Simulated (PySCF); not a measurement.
Simulated C 1s region for GeH2Me(OMe), `C[O][GeH2][CH3]`, binding energy against the vacuum level.

Every computed line was given a Gaussian of 1.0 eV full width at half maximum and an area set by the number of equivalent atoms; the highest printed point is 100. Computed with delta-SCF UKS SCAN, pcX-2 on the ionised atom, pcseg-1 elsewhere, spin-free X2C in PySCF.

binding energy (eV), intensity and a bar:
```
    289.0          0 
    289.1          1 
    289.2          1 
    289.3          2 #
    289.4          5 #
    289.5          8 ##
    289.6         13 ####
    289.7         21 ######
    289.8         30 #########
    289.9         43 #############
    290.0         56 #################
    290.1         71 #####################
    290.2         84 #########################
    290.3         94 ############################
    290.4         99 ##############################
    290.5        100 ##############################
    290.6         95 ############################
    290.7         85 ##########################
    290.8         73 ######################
    290.9         61 ##################
    291.0         49 ###############
    291.1         41 ############
    291.2         37 ###########
    291.3         37 ###########
    291.4         42 #############
    291.5         51 ###############
    291.6         63 ###################
    291.7         76 #######################
    291.8         88 ##########################
    291.9         96 #############################
    292.0        100 ##############################
    292.1         99 ##############################
    292.2         92 ############################
    292.3         81 ########################
    292.4         68 ####################
    292.5         54 ################
    292.6         40 ############
    292.7         28 ########
    292.8         19 ######
    292.9         12 ####
    293.0          7 ##
    293.1          4 #
    293.2          2 #
    293.3          1 
    293.4          1 
    293.5          0
```

**Question.** How many maxima does the curve show, and how many computed lines lie under it?

**Answer.** The curve has 2 maxima (at 290.5 and 292.0 eV). Under it lie 2 lines from 2 inequivalent carbon sites.

**Question.** Decompose the envelope and assign each component. Bonds: Ge1–C4, Ge1–O8, O8–C9. Hydrogens: H2, H3 on Ge1; H5, H6, H7 on C4; H10, H11, H12 on C9.

**Answer.** 
```csv
position (eV),relative area,line,atoms,environment
290.45,1,C 1s,C4,carbon bonded to Ge and 3 H
292.02,1,C 1s,C9,carbon bonded to O and 3 H
```

**Question.** Above which line width would these two lines show one maximum?

**Answer.** Two equal Gaussians merge once their distance is under 2σ = FWHM/1.177. With 1.57 eV between them that is a full width over 1.85 eV.

The listed C 1s values span 1.57 eV, from C4 (bonded to 3 H and Ge) to C9 (bonded to O and 3 H).

The curve has no shake-up lines and no vibrational structure. Isolated species at its PBE0-D3(BJ)/def2-SVP geometry (one conformer only).

Hardware: one thread of an Intel Xeon at 2.50 GHz, no GPU, shared host with 64 logical CPUs at a one-minute load of 64. Cost: 47 s of wall time, 0.45 GiB resident at most.
